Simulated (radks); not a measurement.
Values are calculated unless marked as measured or tabulated.
The terbium ion Tb3+, 62 electrons, occupied as [Xe] 4f7 5f1 (not the ground configuration). Level of theory: scalar-relativistic Kohn-Sham, PBEsol, spin-polarised, spherical densities, finite nucleus; open shells are filled with parallel spins first (spin-orbit coupling, left out, can overturn this in heavy ions); Fermi nuclear charge, rms radius 5.06 fm (a radial shooting solver on a logarithmic mesh with Libxc functionals).

Normalised radial functions P(r) = r R(r), r in bohr:

r	4f down	5f up
0.003113	0.0000	0.0000
0.004951	0.0000	0.0000
0.007874	0.0000	0.0000
0.01262	0.0001	0.0000
0.02008	0.0005	0.0001
0.03193	0.0024	0.0004
0.05079	0.0113	0.0019
0.08077	0.0473	0.0080
0.1285	0.1643	0.0276
0.2043	0.4430	0.0741
0.3249	0.8598	0.1411
0.5168	1.1219	0.1704
0.8219	0.9546	0.0943
1.318	0.5385	-0.0922
2.096	0.1903	-0.3361
3.333	0.0326	-0.5231
5.301	0.0016	-0.4080
8.43	0.0000	-0.0960
13.41	0.0000	-0.0036

4f down (empty): eigenvalue -43.385 eV, 0 radial nodes, <r> = 0.800 bohr, 90 % of the charge inside 1.35 bohr. 5f up: eigenvalue -12.116 eV, 1 radial node at r = 1.07 bohr, <r> = 4.13 bohr, 90 % of the charge inside 6.06 bohr.
